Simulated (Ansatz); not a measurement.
Frontier orbitals of `OB(O)S[SiH3]`.

```xyz
10

O    -0.847   -0.789    1.352
B     0.355   -1.058    0.789
O     1.167   -1.913    1.458
S     0.948   -0.374   -0.831
Si   -0.320    1.316   -1.098
H    -1.440   -0.270    0.804
H     2.029   -2.025    1.055
H    -0.254    1.693   -2.529
H    -1.727    0.960   -0.751
H     0.089    2.461   -0.248
```

Charge 0, multiplicity 1. The structure was optimised at the PBE0-D4/def2-TZVP level. It is one conformer, not always the lowest. Basis def2-TZVPP, Ansatz.

Orbital energies of one run (eV). Highest occupied ones, from the top: -7.36, -8.57, -9.21, -9.33, -10.00, -10.09, -11.17, -11.42, -12.39, -13.98, -14.94, -16.57, -20.14, -28.26. Empty: -0.59, -0.09, 0.12, 0.47, 0.96, 1.32.

(1) Which functional gave them?
A. ωB97M-V
B. BHLYP
C. HSE06 (plane-wave form)
D. LC-ωPBE

Results:

(1) C. HOMO energies: HSE06 -7.36, LC-ωPBE -10.45, BHLYP -8.85, ωB97M-V -9.92 eV.

LC-ωPBE has ω = 0.4 bohr⁻¹.
